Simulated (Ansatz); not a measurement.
C₆H₁₁ClO₂ (`CCOC(=O)CCCCl`), relaxed with RKS PBE0-D4/def2-TZVP in Ansatz from a PBE-D4/def2-SVP geometry. The force threshold is 0.005 eV/Å; the program also tests the step.

The species carries charge 0 and has multiplicity 1.

Start:

```xyz
20

C     2.577    0.001   -2.070
C     1.758   -1.132   -1.472
O     0.376   -0.747   -1.284
C     0.087   -0.080   -0.140
O     0.908    0.186    0.720
C    -1.386    0.287   -0.093
C    -1.812    0.959    1.215
C    -1.757    0.010    2.406
Cl   -2.349    0.811    3.911
H     2.641    0.852   -1.364
H     3.609   -0.347   -2.281
H     2.132    0.355   -3.021
H     1.715   -2.006   -2.150
H     2.176   -1.448   -0.494
H    -1.977   -0.630   -0.303
H    -1.581    0.957   -0.957
H    -2.845    1.348    1.109
H    -1.154    1.828    1.419
H    -0.720   -0.321    2.601
H    -2.397   -0.881    2.246
```

Q: By how much does the energy fall, and how many steps does the optimiser take? (Best estimate.)

A: The calculation gave: 9.00 kJ/mol, in 14 steps, 2 of them rejected.

Q: Which bonds change most? (An estimate is asked.)

A: Ansatz gave: C8–Cl9 from 1.805 to 1.784 Å; O3–C4 from 1.356 to 1.337 Å; C2–H14 from 1.109 to 1.091 Å; C8–H20 from 1.109 to 1.091 Å.

Q: Give the relaxed structure. (An estimate is asked.)

A: The calculation gave: 
```xyz
20

C     2.537   -0.018   -2.086
C     1.757   -1.124   -1.420
O     0.384   -0.755   -1.228
C     0.104   -0.041   -0.133
O     0.921    0.276    0.691
C    -1.357    0.318   -0.088
C    -1.788    0.958    1.220
C    -1.763   -0.026    2.368
Cl   -2.352    0.726    3.874
H     2.585    0.863   -1.445
H     3.559   -0.352   -2.281
H     2.081    0.260   -3.039
H     1.715   -2.016   -2.046
H     2.191   -1.384   -0.452
H    -1.940   -0.580   -0.316
H    -1.538    1.003   -0.923
H    -2.800    1.354    1.110
H    -1.131    1.798    1.455
H    -0.752   -0.377    2.566
H    -2.411   -0.882    2.175
```
